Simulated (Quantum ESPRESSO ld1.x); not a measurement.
Fractional charge and spin in the 6s shell of holmium: the spin-up occupation runs from 0 to 1 and the spin-down occupation from 0 to 1; the fullest corner is Ho, [Xe] 4f(up 5.5, down 5.5) 6s(up 1, down 1). All-electron calculation, scalar-relativistic Kohn-Sham, LDA (Slater exchange, Perdew-Wang correlation), spin-polarised, spherical densities, point nucleus. Program: ld1.x of Quantum ESPRESSO 7.5. Energy (eV) minus the two flat planes that join the four corners (they meet along the diagonal where the two added fractions sum to one electron); zero is where a piecewise linear energy would lie.

\begin{tabular}{lrrrrr}
down \ up & 0 & 0.25 & 0.5 & 0.75 & 1 \\ \hline
0 & 0.000 & -0.488 & -0.663 & -0.502 & 0.000 \\
0.25 & -0.488 & -0.603 & -0.396 & 0.142 & -0.454 \\
0.5 & -0.663 & -0.396 & 0.188 & -0.370 & -0.605 \\
0.75 & -0.502 & 0.142 & -0.370 & -0.567 & -0.452 \\
1 & 0.000 & -0.454 & -0.605 & -0.452 & 0.000 \\
\end{tabular}

Corners above the fullest one (they belong to Ho+ and the next ion): (up 1, down 0) 6.335 eV, (up 0, down 1) 6.335 eV, (up 0, down 0) 18.538 eV. With half an added electron in each spin the energy lies 0.188 eV from the planes, and with half an added electron in spin up alone -0.663 eV. The planes are only a guide here: the flat-plane condition holds for ground states with one frontier orbital, while this shell lies below other occupied shells, so the corners above the fullest one are inner-hole states and not the ground states of those ions.
